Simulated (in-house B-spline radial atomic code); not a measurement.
## Ionising the rhodium ion Rh⁸⁺ with different functionals

Computed with an all-electron radial atomic-structure program (B-spline basis): non-relativistic Hamiltonian, point nucleus, spin-polarised at highest spin, spherical fractional occupations for the functionals, the average over the highest-spin determinants for Hartree-Fock. The ionisation energy is the difference of two self-consistent energies, [Kr] 4d1 → [Ar] 3d10 4s2 4p6, without Breit or QED terms; ε is the level of the shell that loses the electron (its least bound occupied spin orbital). There is no spin-orbit coupling in this Hamiltonian.

Hybrids are left out here: with spherical fractional occupations of an open shell their exact exchange keeps a self-interaction that integer-occupation calculations don't have.

```json
{"method": "Hartree-Fock", "rung": "Hartree-Fock", "ΔSCF (eV)": "134.80", "-ε(4d) (eV)": "135.36"}
{"method": "LDA VWN5", "rung": "LDA", "ΔSCF (eV)": "136.38", "-ε(4d) (eV)": "126.78"}
{"method": "LDA PW92", "rung": "LDA", "ΔSCF (eV)": "136.37", "-ε(4d) (eV)": "126.77"}
{"method": "LDA exchange-only", "rung": "LDA", "ΔSCF (eV)": "134.54", "-ε(4d) (eV)": "125.01"}
{"method": "PBE", "rung": "GGA", "ΔSCF (eV)": "136.20", "-ε(4d) (eV)": "126.65"}
{"method": "PBEsol", "rung": "GGA", "ΔSCF (eV)": "136.18", "-ε(4d) (eV)": "126.61"}
{"method": "BLYP", "rung": "GGA", "ΔSCF (eV)": "136.04", "-ε(4d) (eV)": "126.47"}
{"method": "RPBE", "rung": "GGA", "ΔSCF (eV)": "136.18", "-ε(4d) (eV)": "126.63"}
{"method": "PW91", "rung": "GGA", "ΔSCF (eV)": "136.31", "-ε(4d) (eV)": "126.74"}
{"method": "BP86", "rung": "GGA", "ΔSCF (eV)": "136.25", "-ε(4d) (eV)": "126.68"}
{"method": "AM05", "rung": "GGA", "ΔSCF (eV)": "136.20", "-ε(4d) (eV)": "126.62"}
{"method": "OLYP", "rung": "GGA", "ΔSCF (eV)": "136.72", "-ε(4d) (eV)": "127.15"}
{"method": "TPSS", "rung": "meta-GGA", "ΔSCF (eV)": "136.03", "-ε(4d) (eV)": "126.51"}
{"method": "SCAN", "rung": "meta-GGA", "ΔSCF (eV)": "135.60", "-ε(4d) (eV)": "126.27"}
{"method": "r2SCAN", "rung": "meta-GGA", "ΔSCF (eV)": "135.61", "-ε(4d) (eV)": "126.29"}
{"method": "M06-L", "rung": "meta-GGA", "ΔSCF (eV)": "135.74", "-ε(4d) (eV)": "126.37"}
{"method": "revTPSS", "rung": "meta-GGA", "ΔSCF (eV)": "135.96", "-ε(4d) (eV)": "126.44"}
```

How do they compare with the NIST value?

NIST lists 135 eV ± 2.2 (tabulated theory, ground level to ground level). Errors run from -0.46 to +1.72 eV; all lie within about twice that uncertainty, so the table can't rank the methods. Hartree-Fock also lacks correlation.
